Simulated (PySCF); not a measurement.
Cartesian coordinates (Å):
SMILES: O[Si](O)O
```xyz
7

O     -0.1799     1.5957    -0.2365
Si    -0.0107    -0.0214    -0.4306
O     -1.2885    -0.7130     0.3350
O      1.3402    -0.6478     0.2751
H     -0.8436     1.8794     0.3984
H     -1.1988    -1.6400     0.5651
H      2.1813    -0.4528    -0.1424
```
Charge 0, spin multiplicity 2.

Q: What total energy, dipole moment and highest occupied spin orbital does PBE0-D4/def2-TZVP in PySCF give?

A: 
The total energy is -14063.53 eV, the dipole moment is 1.01 D and the highest occupied spin orbital is -5.93 eV.
